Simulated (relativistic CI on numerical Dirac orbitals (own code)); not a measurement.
# Tc3+ (4d4) in a crystal field

Calculated by Dirac-Coulomb-Breit CI, separate exchange-only KLI orbitals for each configuration, model QED, valence Slater integrals scaled by 0.85, one configuration in a parametric crystal field (own radial code).

Field parameters in Wybourne normalisation: Oh B⁴₀ = 21Dq, B⁴₄ = √(5/14) B⁴₀. The field is a parameter set, without covalency.

S is read from ⟨S²⟩ = S(S + 1).

Powder χT (cm³ K mol⁻¹) by Van Vleck's formula, with temperature-independent terms:

| Field | 2 K | 5 K | 10 K | 20 K | 50 K | 100 K | 200 K | 300 K |
| --- | --- | --- | --- | --- | --- | --- | --- | --- |
| Oh, 10Dq = 6000 cm⁻¹ | 0.0405 | 0.101 | 0.203 | 0.405 | 0.991 | 1.65 | 2.16 | 2.34 |
| Oh, 10Dq = 10750 cm⁻¹ | 0.0447 | 0.112 | 0.223 | 0.447 | 1.09 | 1.83 | 2.37 | 2.54 |
| Oh, 10Dq = 15550 cm⁻¹ | 0.0191 | 0.0478 | 0.0956 | 0.191 | 0.478 | 0.948 | 1.67 | 2.05 |
| Oh, 10Dq = 20350 cm⁻¹ | 0.0092 | 0.023 | 0.046 | 0.092 | 0.23 | 0.46 | 0.9 | 1.24 |
| Oh, 10Dq = 25100 cm⁻¹ | 0.00952 | 0.0238 | 0.0476 | 0.0952 | 0.238 | 0.476 | 0.925 | 1.25 |
| Oh, 10Dq = 29900 cm⁻¹ | 0.00987 | 0.0247 | 0.0493 | 0.0987 | 0.247 | 0.493 | 0.954 | 1.28 |
| Oh, 10Dq = 34700 cm⁻¹ | 0.0101 | 0.0253 | 0.0506 | 0.101 | 0.253 | 0.506 | 0.974 | 1.3 |
| Oh, 10Dq = 39500 cm⁻¹ | 0.0103 | 0.0258 | 0.0515 | 0.103 | 0.258 | 0.515 | 0.989 | 1.31 |

(1) For Oh, 10Dq = 25100 cm⁻¹: what effective moment follows at 300 K?

## Answers

(1) μ_eff = √(8χT) = 3.17 μB. The ground level has S = 1.03; the spin-only moment for S = 1 is 2.83 μB. The difference comes from the orbital moment, spin-orbit mixing of terms and temperature-independent paramagnetism, all larger in this ionic model than in covalent complexes. The ground level is a non-magnetic singlet, so χT starts at zero and rises through temperature-independent paramagnetism and the filling of excited levels.
